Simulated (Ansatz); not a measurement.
Z-matrix (Å, degrees):
```
C
Si 1 1.866
H 1 1.093 2 109.9
H 1 1.092 2 111.2 3 -120.2
H 1 1.092 2 110.1 3 119.5
Cl 2 2.069 1 109.3 3 -179.4
Al 2 2.445 1 113.3 3 60.6
H 2 1.488 1 109.7 3 -62.7
F 7 1.647 2 118.9 1 -58.7
Cl 7 2.086 2 123.8 1 120.4
```

Charge 0, multiplicity 1.

Q: List the r2SCAN/def2-TZVPP orbital energies in eV (Ansatz 0.2.0). (An estimate is asked.)

A: Computed: Occupied: -2753.39, -2753.33, -1792.06, -1518.34, -665.62, -273.29, -254.78, -254.73, -193.32, -193.22, -193.18, -193.18, -193.16, -193.13, -142.43, -111.77, -97.35, -97.26, -97.24, -72.10, -71.93, -71.88, -30.35, -21.54, -21.23, -18.77, -13.43, -11.83, -11.09, -10.99, -10.46, -10.36, -10.14, -9.76, -9.39, -8.94, -8.64, -8.36, -7.97, -7.12. Lowest empty: -2.27, -1.18, -1.07, 1.01, 1.15, 1.54, 1.85, 2.23.
